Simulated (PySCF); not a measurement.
Worked example: oscillator strength and radiative lifetime

Si(Cl)2(GeH3)(OH) (Cl2GeH4OSi), SMILES O[Si](Cl)(Cl)[GeH3].

Coordinates come from a ωB97X-D3(BJ)/def2-SVP optimisation. This is a generated structure with no PubChem entry under its InChIKey; it may be hypothetical. The values are those of a single conformer.

TDA-M06-2X/def2-SVPD (PySCF 2.14.0) puts the first singlet state with f over 0.02 at 7.32 eV (vertical), with the transition dipole (-0.626, 0.373, 0.000) in atomic units.

**Question.** Find the oscillator strength, the wavelength and the radiative lifetime that this transition would have in vacuum if emission retraced absorption.

**Answer.** 
|μ|² = 0.5310 au, so |μ| = 1.85 D. ΔE = 7.32/27.211 = 0.2690 hartree. f = (2/3) ΔE |μ|² = 0.095 (the program prints 0.095).
λ = 1239.84/7.32 = 169 nm; ν = 59040 cm⁻¹.
Einstein's coefficient A = 0.6670 ν² f s⁻¹ (ν in cm⁻¹) = 2.2e8 s⁻¹, so τ = 1/A = 4.5 ns. This state is S1. The figure is the radiative limit of this one transition; relaxation, internal conversion, crossing to triplets and a medium change what is measured.
